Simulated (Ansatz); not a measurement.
One change: `C#CBCO` becomes `C#CBO`.

Ansatz, PBE0-D4/def2-TZVP geometries, multiplicity 1. Each molecule was computed in one conformer, which needn't be the lowest.

```
                                      property  `C#CBCO`
       HOMO–LUMO gap (ωB97M-V/def2-TZVPP) / eV     10.16
zero-point energy (PBE0-D4/def2-TZVP) / kJ/mol     191.0
            HOMO energy (PBE0/def2-TZVPP) / eV     -7.89
            LUMO energy (PBE0/def2-TZVPP) / eV     -2.19
          HOMO–LUMO gap (PBE0/def2-TZVPP) / eV      5.69
size of the dipole moment (PBE/def2-TZVPP) / D      1.66
```

Give the same properties after the change, and the shifts. (Best estimate.)

The calculation gave: 
```tsv
property	`C#CBO`	shift
HOMO–LUMO gap (ωB97M-V/def2-TZVPP) / eV	11.41	1.25
zero-point energy (PBE0-D4/def2-TZVP) / kJ/mol	123.3	-67.7
HOMO energy (PBE0/def2-TZVPP) / eV	-8.38	-0.49
LUMO energy (PBE0/def2-TZVPP) / eV	-1.32	0.87
HOMO–LUMO gap (PBE0/def2-TZVPP) / eV	7.06	1.37
size of the dipole moment (PBE/def2-TZVPP) / D	1.97	0.31
```

With PBE0 the HOMO falls by 0.49 eV and the LUMO rises by 0.87 eV, so the gap widens by about 1.36 eV. PBE moves the HOMO by -0.89 eV and ωB97M-V by -0.32 eV. The zero-point energy changes by -67.7 kJ/mol with -9 modes. Dipoles are sizes alone; their direction can turn.
